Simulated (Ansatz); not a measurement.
BFH4SeSi (`B[Se][SiH2]F`). The species carries charge 0 and has multiplicity 1. The structure was optimised at the PBE0-D4/def2-TZVP level. It is one conformer, not always the lowest.

```xyz
8

B     0.116   -0.958   -1.512
Se    0.487   -1.362    0.323
Si   -0.029    0.683    1.178
F    -1.593    0.772    1.485
H     0.263   -1.846   -2.291
H    -0.236    0.132   -1.838
H     0.303    1.735    0.194
H     0.689    0.845    2.461
```

What is the dipole moment at PBE/def2-TZVPP? (Estimate.)

The calculation gave: 1.05 D, with components (0.96, 0.40, 0.14) D in this frame, pointing from negative to positive charge.

And with r2SCAN, B3LYP, ωB97M-V? (Best estimate.)

Computed: r2SCAN 1.06 D, B3LYP 1.12 D, ωB97M-V 1.10 D.

Give the Mulliken charges with PBE, ωB97M-V, r2SCAN in def2-TZVPP. (Estimate.)

Computed: 
```tsv
atom	PBE	ωB97M-V	r2SCAN
B1	-0.12	-0.20	-0.08
Se2	-0.03	-0.07	-0.06
Si3	0.46	0.44	0.55
F4	-0.26	-0.30	-0.31
H5	0.04	0.09	0.02
H6	0.03	0.09	0.02
H7	-0.06	-0.02	-0.07
H8	-0.06	-0.03	-0.08
```

B3LYP here is the variant with VWN-RPA as its local correlation; programs differ in this.
